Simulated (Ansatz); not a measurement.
Ansatz (a program for electronic structure) input for BiCl3, SMILES [Cl][Bi]([Cl])[Cl], PBE-D3(BJ)/def2-SVP. 

Ansatz 0.2 input:
```yaml
crystal:
  periodic: [false, false, false]
  atoms:
    - {symbol: Bi, position_ang: [0.00000000, 0.00000000, 0.44735210]}
    - {symbol: Cl, position_ang: [1.89003725, -1.09121351, -0.72804362]}
    - {symbol: Cl, position_ang: [-1.89003725, -1.09121352, -0.72804362]}
    - {symbol: Cl, position_ang: [-0.00000000, 2.18242703, -0.72804362]}
basis:
  gaussian:
    orbitals: def2-SVP
hamiltonian:
  xc: pbe
  dispersion: d3bj
relax: {f_tol: 0.002, max_steps: 200}
```

Output:

```
WARN ansatz: RAYON_NUM_THREADS=1 ignored (pool sized by the plan → 1); use --threads N
Functional definition: PBE
integrals: 0.03 GiB planned
861 factors; their error is unknown
mean field: 0.17 GiB planned
mean field evaluation 1: about -43382.9164 eV, gradient 2.8e1 eV
mean field evaluation 2: about -43369.1440 eV, gradient 7.2e1 eV
mean field evaluation 4: about -43385.5393 eV, gradient 1.8e0 eV
mean field evaluation 8: about -43385.4984 eV, gradient 2.0e-2 eV
mean field -43385.49841122 eV, -1594.3876588653 hartree, gradient 7.5e-5 eV, S^2 0.000000; 0 other end points of the search recorded, 0 dependent functions left out
the calculation of the forces begins
reference -43385.49843957 eV, -1594.3876599072 hartree; 37, 37 occupied and 43, 43 virtual orbitals, 861 factors
relax step   1: F+E_penalty+E_count = -43385.65203377 eV  Δ(F+E_penalty+E_count) = +0.000e0 eV  max|allowed force component| = 5.881e-2 eV/Å  Δτ_max = 0.0000 Å  (25 SCF iters, accepted)
these checks for a lower state are left out or cut short: starts, cluster_reference, orbital_swaps, neighbouring_geometries, increment
integrals: 0.03 GiB planned
861 factors; their error is unknown
mean field: 0.17 GiB planned
mean field evaluation 16: about -43385.5477 eV, gradient 1.4e0 eV
mean field -43385.50048863 eV, -1594.3877352089 hartree, gradient 1.6e-5 eV, S^2 0.000000; 0 other end points of the search recorded, 0 dependent functions left out
the calculation of the forces begins
reference -43385.50051717 eV, -1594.3877362575 hartree; 37, 37 occupied and 43, 43 virtual orbitals, 861 factors
relax step   2: F+E_penalty+E_count = -43385.65266544 eV  Δ(F+E_penalty+E_count) = -6.317e-4 eV  max|allowed force component| = 4.063e-2 eV/Å  Δτ_max = 0.0218 Å  (26 SCF iters, accepted)
these checks for a lower state are left out or cut short: starts, cluster_reference, orbital_swaps, neighbouring_geometries, increment
integrals: 0.03 GiB planned
861 factors; their error is unknown
mean field: 0.17 GiB planned
mean field -43385.50032939 eV, -1594.3877293568 hartree, gradient 1.7e-5 eV, S^2 0.000000; 0 other end points of the search recorded, 0 dependent functions left out
the calculation of the forces begins
reference -43385.50035786 eV, -1594.3877304031 hartree; 37, 37 occupied and 43, 43 virtual orbitals, 861 factors
relax step   3: F+E_penalty+E_count = -43385.65302304 eV  Δ(F+E_penalty+E_count) = -3.576e-4 eV  max|allowed force component| = 1.639e-3 eV/Å  Δτ_max = 0.0077 Å  (27 SCF iters, accepted)
integrals: 0.03 GiB planned
861 factors; their error is unknown
mean field: 0.17 GiB planned
mean field evaluation 32: about -43385.5509 eV, gradient 7.2e-2 eV
mean field -43385.50032939 eV, -1594.3877293568 hartree, gradient 1.7e-5 eV, S^2 0.000000; 1 other end points of the search recorded, 0 dependent functions left out
the calculation of the forces begins
reference -43385.50035786 eV, -1594.3877304031 hartree; 37, 37 occupied and 43, 43 virtual orbitals, 861 factors
Total energy: -43385.65305151 eV, -1594.3933417911 hartree
Atom 0 at     0.000003    -0.000002     0.435819 Å, force    -0.000002     0.000001     0.001639 eV/Å
Atom 1 at     1.901794    -1.098001    -0.724198 Å, force    -0.000007     0.000004    -0.000547 eV/Å
Atom 2 at    -1.901783    -1.097979    -0.724200 Å, force     0.000008     0.000003    -0.000546 eV/Å
Atom 3 at    -0.000014     2.195982    -0.724200 Å, force     0.000001    -0.000009    -0.000546 eV/Å
Dipole moment:    -0.000005     0.000003     0.785319 e Å
```

Self-consistency was reached.

Cost: very roughly 2.7 core-seconds.
